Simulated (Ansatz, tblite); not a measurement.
Cost and result up the ladder for the cluster Au2Br⁺ (the lowest singlet isomer of a short search) (3 atoms). Total charge 1; singlet. Geometry: r2SCAN-D4/def2-TZVP.

```csv
atom,x (Å),y (Å),z (Å)
Au1,1.105,0.985,0.481
Au2,-1.124,-0.714,0.804
Br3,0.020,-0.271,-1.285
```

Ansatz on 4 threads of Intel Xeon Platinum 8259CL on a shared host; xTB runs through tblite on one thread. Times are rough, summed over both states, and most runs start from the orbitals of an earlier one. PBE-QIDH/def2-TZVP serves as the yardstick here, not as an exact answer. The other state is a quintet at its own geometry.

In the def2 sets Au takes a core potential; there is no spin–orbit coupling. The xTB rows come from tblite. LC-ωPBE has ω = 0.4 bohr⁻¹. Correlated methods freeze 9 core orbitals; core or outer-core shells of Au, Br are correlated, in sets that lack core-valence functions. At PBE0-D4/def2-TZVP a singlet of charge 1 lies 4.96 eV below the quintet, each at its own geometry. The structure comes from a short search, and lower isomers may exist.

Second-order perturbation terms are unreliable where d shells bring near-degenerate states, and here PBE-QIDH/def2-TZVP lies more than 0.4 eV from the median of the functionals without such a term.

Correlated methods converge slowly with the basis.

xTB has no spin-polarisation term.

| level | functions | wall time | quintet − singlet (eV) | difference from PBE-QIDH/def2-TZVP (eV) | remarks |
| --- | --- | --- | --- | --- | --- |
| GFN1-xTB | 27 | 0.01 s | 2.78 | -2.73 | – |
| GFN2-xTB | 27 | 0.01 s | 7.46 | 1.94 | – |
| PBE-D4/def2-TZVP | 128 | 3.6 s | 4.20 | -1.31 | – |
| RPA@PBE/def2-TZVP | 128 | 6.2 s | 4.39 | -1.13 | – |
| r2SCAN-D4/def2-TZVP | 128 | 7 s | 4.25 | -1.27 | – |
| LC-ωPBE/def2-TZVP | 128 | 8.5 s | 5.51 | -0.01 | – |
| r2SCANh-D4/def2-TZVP | 128 | 8.9 s | 4.52 | -1.00 | – |
| r2SCAN0-D4/def2-TZVP | 128 | 9.7 s | 4.89 | -0.63 | – |
| PBE-QIDH/def2-TZVP | 128 | 9.9 s | 5.52 | 0.00 | test for broken spin undecided (singlet) |
| PBE0-D4/def2-TZVP (with forces) | 128 | 11 s | 4.96 | -0.56 | – |
| ωB97M-V/def2-TZVP | 128 | 22 s | 5.64 | 0.12 | – |
